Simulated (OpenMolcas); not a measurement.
**Tc2+: CASPT2 settings compared**

* Program: OpenMolcas
* Basis: ANO-RCC-VQZP [8s7p5d3f2g1h]
* Scalar Hamiltonian: DKH4, point nucleus
* Active space: 5 electrons in 5 orbitals (4d)
* State averaging: 2S+1 = 6 even, 1 root; 2S+1 = 4 even, 24 roots kept (CI in the orbitals of an earlier block); 2S+1 = 2 even, 52 roots kept (CI in the orbitals of an earlier block)
* Spin-orbit coupling: state interaction with AMFI integrals over the reference wave functions, term energies averaged over their components

Methods on the same reference wave functions:
A. CASSCF
B. SS-CASPT2, IPEA 0.75 Eh, sigma1 regulariser 0.3 Eh (closed shells correlated: none)
C. SS-CASPT2, IPEA 0 Eh, imaginary shift 0.1 Eh (closed shells correlated: 3d 4s 4p)
D. SS-CASPT2, IPEA 0.15 Eh, no level shift (closed shells correlated: 4s 4p)
E. MS-CASPT2, IPEA 0.15 Eh, no level shift (closed shells correlated: 4s 4p)
F. MS-CASPT2, IPEA 0 Eh, imaginary shift 0.1 Eh (closed shells correlated: 3d 4s 4p)

Energies in cm⁻¹ above 4d⁵ ⁶S_5/2.

| Level | A | B | C | D | E | F |
| --- | --- | --- | --- | --- | --- | --- |
| 4d⁵ ⁶S_5/2 | 0.0 | 0.0 | 0.0 | 0.0 | 0.0 | 0.0 |
| 4d⁵ ⁴G_5/2 | 24510 | 21660 | 19980 | 20210 | 20210 | 19980 |
| 4d⁵ ⁴G_7/2 | 24637 | 21830 | 20150 | 20360 | 20360 | 20150 |
| 4d⁵ ⁴G_11/2 | 24665 | 21880 | 20200 | 20410 | 20410 | 20200 |
| 4d⁵ ⁴G_9/2 | 24711 | 21930 | 20250 | 20460 | 20460 | 20250 |
| 4d⁵ ⁴P_5/2 [61 %] | 27927 | 22540 | 21890 | 22270 | 22270 | 21890 |
| 4d⁵ ⁴P_3/2 [63 %] | 28209 | 22800 | 22210 | 22580 | 22580 | 22210 |
| 4d⁵ ⁴P_1/2 [72 %] | 28655 | 23190 | 22760 | 23140 | 23140 | 22760 |
| 4d⁵ ⁴D_7/2 | 30352 | 25430 | 23690 | 24000 | 24000 | 23690 |
| 4d⁵ ⁴D_1/2 [72 %] | 30779 | 25830 | 24290 | 24620 | 24620 | 24290 |
| 4d⁵ ⁴D_3/2 [63 %] | 31109 | 26090 | 24700 | 25050 | 25050 | 24700 |
| 4d⁵ ⁴D_5/2 [63 %] | 31155 | 26110 | 24730 | 25080 | 25080 | 24730 |
| 4d⁵ ²I_11/2 | 35182 | 32580 | 29540 | 29990 | 29990 | 29540 |
| 4d⁵ ²I_13/2 | 35465 | 32980 | 29890 | 30330 | 30330 | 29890 |
| 4d⁵ ²D_5/2 [55 %] | 38832 | 32590 | 30710 | 31570 | 31560 | 30680 |
| 4d⁵ ²D_3/2 [60 %] | 39757 | 33330 | 31480 | 32250 | 32250 | 31480 |
| 4d⁵ ⁴F_7/2 [52 %] | 40792 | 34280 | 32650 | 33170 | 33190 | 32710 |
| 4d⁵ ⁴F_9/2 | 40854 | 34300 | 32730 | 33150 | 33150 | 32730 |
| 4d⁵ ⁴F_5/2 | 41217 | 34590 | 33190 | 33580 | 33590 | 33210 |
| 4d⁵ ²F_7/2(1) [56 %] | 41518 | 35200 | 33580 | 34270 | 34260 | 33540 |
| 4d⁵ ⁴F_3/2 [60 %] | 41982 | 35440 | 33890 | 34400 | 34400 | 33890 |

Among B to F the level of the table that moves most is 4d⁵ ²I_13/2, by 3100 cm-1 (lowest in C, highest in B). Moves below CASPT2's spread within the term are not significant.

From A to B the spin-free energies of the other terms of 4d⁵ shown, above ⁶S, scale by factors of 0.81 to 0.93, as is usual when dynamic correlation screens the repulsion within a d or f shell.

The lowest spin-free term lies below A's lowest term by 0.060 hartree in B, 0.513 hartree in C, 0.415 hartree in D, 0.415 hartree in E, 0.513 hartree in F.

Term energies are means over components that CASPT2 splits; among the terms shown or strongly mixed into the levels shown the widest spread is 560 cm-1 (4d⁵ ⁴F, E). Levels of configurations with an s electron are missing; early in the row they begin among the upper levels of the d shell and mix with terms of their name. Terms from blocks run as CI alone lack orbitals of their own. Without dynamic correlation excited terms often stand tens of per cent too high (terms of higher spin than the ground term too low), and those without a measured partner can miss by more than the paired ones (holds for A). The CASPT2 spread within a term exceeds the gap to the next term for 4d⁵ ⁴F and 4d⁵ ²F(1), so the order of their levels is uncertain, and so are names and mixing where such terms share a J (holds for E). Levels of configurations outside the active space are missing. The table leaves out levels that lie high or whose names do not pair safely across all columns.

A share in square brackets marks a mixed level and gives the weight of the term that names it, the lowest over the columns. A number in round brackets counts repeated terms of one configuration in the order of the reference energies.
